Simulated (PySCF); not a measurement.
**Bi+: ionisation energy**

Bi+ [Xe] 4f14 5d10 6s2 6p2 (3P) → Bi(2+) [Xe] 4f14 5d10 6s2 6p1 (2P), as a difference of total energies. Calculation: PySCF 2.14, in def2-QZVPPD with the def2 core potential (60 electrons) (8s6p5d4f1g, 88 functions); scalar relativity through the core potential. Correlated levels: valence: 5s2 5p6 5d10 frozen. The calculations carry no spin-orbit coupling.

| method | ionisation energy (eV) | difference from reference (eV) |
| --- | --- | --- |
| UHF | 15.308 | -1.395 |
| MP2 (valence) | 15.610 | -1.093 |
| SCS-MP2 (valence) | 15.551 | -1.152 |
| CCSD (valence) | 15.641 | -1.062 |
| CCSD(T) (valence) | 15.659 | -1.044 |

Reference: 16.703 eV (measured; NIST Atomic Spectra Database, ionization energies).

Spin-orbit coupling is strong in these open shells (close to jj coupling). The scalar numbers leave it out and a first-order estimate fails, so it can dominate the gap to the real levels.

Errors of the correlated levels include the incompleteness of this basis and the frozen core.
